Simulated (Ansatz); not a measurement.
Harmonic frequencies (cm⁻¹) at PBE0-D4/def2-TZVP from Ansatz: 88, 154, 155, 304, 305, 310, 481, 503, 525, 842, 913, 961, 969, 2227, 2255.

(1) Which molecule is it?
A. `O[SiH2]S[SiH2]`•
B. `[OH][Al][O][SiH3]`•
C. `N#C[SiH]Cl`•
D. `F[Si](F)(F)[SiH2]`•

Results:

(1) D.
